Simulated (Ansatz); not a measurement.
InSn6⁺, 7 atoms. Hardware: 4 threads of Arm Neoverse N1 on a shared host.

In the def2 sets In, Sn take a core potential; there is no spin–orbit coupling. Correlated methods freeze 28 core orbitals; core or outer-core shells of In, Sn are correlated, in sets that lack core-valence functions.

Task: How many basis functions does each of these Ansatz runs have, and roughly what does it cost? r2SCAN-D4/def2-TZVP, charge 1 singlet, energy, from earlier orbitals; LC-ωPBE/def2-TZVP, charge 1 singlet, energy, from earlier orbitals; PBE-D4/def2-SVP, charge 1 singlet, energy, from earlier orbitals; MP2/def2-SVP, charge 1 singlet, energy, from earlier orbitals; PBE0-D4/def2-TZVP, charge 1 singlet, energy, from earlier orbitals; PBE0-D4/def2-SVP, charge 1 singlet, energy, from earlier orbitals; B3LYP-D4/def2-SVP, charge 1 singlet, relaxation, 24 steps; HF/STO-3G, charge 1 singlet, energy; RPA@PBE/def2-SVP, charge 1 singlet, energy, from earlier orbitals; PBE-D4/def2-TZVP, charge 1 singlet, energy and forces, from earlier orbitals.

Result: Other jobs shared the machine, so times can vary by a factor of up to 3. A dash marks memory too small to be measured apart from the calling script's.

```tsv
run	functions	fitting or Cholesky vectors	wall time	peak host memory (GiB)
PBE-D4/def2-SVP, charge 1 singlet, energy, from earlier orbitals	182	2062	7 s	–
PBE0-D4/def2-SVP, charge 1 singlet, energy, from earlier orbitals	182	2391	16 s	0.88
MP2/def2-SVP, charge 1 singlet, energy, from earlier orbitals	182	2391	18 s	0.92
PBE-D4/def2-TZVP, charge 1 singlet, energy and forces, from earlier orbitals	350	2716	20 s	0.96
RPA@PBE/def2-SVP, charge 1 singlet, energy, from earlier orbitals	182	2391	24 s	0.85
LC-ωPBE/def2-TZVP, charge 1 singlet, energy, from earlier orbitals	350	2716	29 s	1.6
HF/STO-3G, charge 1 singlet, energy	189	2538	29 s	1.9
r2SCAN-D4/def2-TZVP, charge 1 singlet, energy, from earlier orbitals	350	2716	34 s	1
PBE0-D4/def2-TZVP, charge 1 singlet, energy, from earlier orbitals	350	3383	55 s	2.5
B3LYP-D4/def2-SVP, charge 1 singlet, relaxation, 24 steps	182	2633	7.5 min	0.88
```
